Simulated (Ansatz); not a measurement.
Zn₃S₃⁻. The state is a doublet with charge -1. Geometry B3LYP-D4/def2-SVPD, basis def2-TZVPD, Ansatz.

```csv
atom,x (Å),y (Å),z (Å)
Zn1,-1.106,-1.408,0.149
Zn2,1.395,-0.139,-1.130
Zn3,-0.309,1.671,1.057
S4,1.545,1.878,-0.253
S5,0.392,-2.120,-1.340
S6,-1.916,0.120,1.516
```

```tsv
run	HOMO (eV)	LUMO (eV)
A	-0.02	0.56
B	-0.56	1.53
C	-0.33	1.00
D	-0.40	1.35
E	-0.20	0.89
F	-0.35	1.15
```

B3LYP takes the VWN-RPA correlation. The structure comes from a short search, and lower isomers may exist.

HOMO and LUMO are taken over both spins.

**Question.** The runs used B3LYP, PBE, PBE0, r2SCAN, r2SCAN0, r2SCANh. Estimate which is which.

**Answer.** A PBE (0 % exact exchange); B r2SCAN0 (25 % exact exchange); C B3LYP (20 % exact exchange); D PBE0 (25 % exact exchange); E r2SCAN (0 % exact exchange); F r2SCANh (10 % exact exchange). Exact exchange lowers occupied and raises empty levels; among semilocal functionals meta-GGAs tend to open the gap a little, and such runs are hard to tell apart. The gap grows from 0.58 eV (PBE) to 2.09 eV (r2SCAN0).
